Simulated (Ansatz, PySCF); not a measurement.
Another site gives an ion 66826.13 eV lower (`O[SiH2]Br`) at the level CAM-B3LYP-D3(BJ)/def2-TZVPD (PySCF).

Calculation: Ansatz (a program for electronic structure) with frozen-core CCSD(T)/def2-TZVPD // CAM-B3LYP-D3(BJ)/def2-TZVPD.

Ansatz 0.2 input:
```yaml
crystal:
  periodic: [false, false, false]
  atoms:
    - { symbol: C, position_ang: [-0.961583, -0.767137, -0.971019] }
    - { symbol: C, position_ang: [-0.345209, -0.16613, 0.291632] }
    - { symbol: C, position_ang: [-1.093714, 1.092119, 0.733359] }
    - { symbol: Si, position_ang: [1.475612, 0.203866, 0.0661] }
    - { symbol: O, position_ang: [2.342696, -1.118595, -0.408492] }
    - { symbol: H, position_ang: [-0.445524, -1.675403, -1.283431] }
    - { symbol: H, position_ang: [-0.91577, -0.060172, -1.802787] }
    - { symbol: H, position_ang: [-2.013562, -1.015562, -0.81248] }
    - { symbol: H, position_ang: [-0.417108, -0.90667, 1.097241] }
    - { symbol: H, position_ang: [-1.040453, 1.870642, -0.031494] }
    - { symbol: H, position_ang: [-2.151271, 0.877764, 0.902115] }
    - { symbol: H, position_ang: [-0.689789, 1.50846, 1.657755] }
    - { symbol: H, position_ang: [2.021374, 0.743281, 1.337791] }
    - { symbol: H, position_ang: [1.652558, 1.19764, -1.014449] }
    - { symbol: H, position_ang: [2.581744, -1.7841, 0.238163] }
basis:
  gaussian: { orbitals: def2-TZVPD }
correlation:
  method: ccsd_t
```

Output:

```
Functional definition: HF
1972 factors; integrals over basis functions are off by at most 8.8e-4 eV
mean field evaluation 1: about -13147.6985 eV, gradient 4.7e1 eV
mean field evaluation 2: about -13147.7563 eV, gradient 4.7e1 eV
mean field evaluation 4: about -13152.8842 eV, gradient 4.7e0 eV
mean field evaluation 8: about -13152.9581 eV, gradient 2.8e-1 eV
mean field evaluation 16: about -13147.6980 eV, gradient 4.7e1 eV
mean field -13152.95836735 eV, -483.3623046048 hartree, gradient 9.6e-7 eV, S^2 0.000000; 0 other end points of the search recorded, 0 dependent functions left out
9 core orbitals not correlated
reference -13152.95836735 eV, -483.3623046048 hartree; 16, 16 occupied and 259, 259 virtual orbitals, 1972 factors
second order -23.92721967 eV of doubles, -0.00000000 eV of singles
cycle   1  -24.78521100 eV  change   -8.6e-1 eV  update   1.0e-1
cycle   2  -25.39232693 eV  change   -6.1e-1 eV  update   2.8e-2
cycle   3  -25.50133778 eV  change   -1.1e-1 eV  update   1.3e-2
cycle   4  -25.49564188 eV  change    5.7e-3 eV  update   2.8e-3
cycle   5  -25.49519334 eV  change    4.5e-4 eV  update   1.1e-3
cycle   6  -25.49535234 eV  change   -1.6e-4 eV  update   2.9e-4
cycle   7  -25.49522537 eV  change    1.3e-4 eV  update   1.1e-4
cycle   8  -25.49520937 eV  change    1.6e-5 eV  update   3.4e-5
perturbative correction -0.93891756 eV, -0.0345045839 hartree
Total energy: -13179.39249428 eV, -484.3337408518 hartree
```

Cost: very roughly 50 core-minutes.
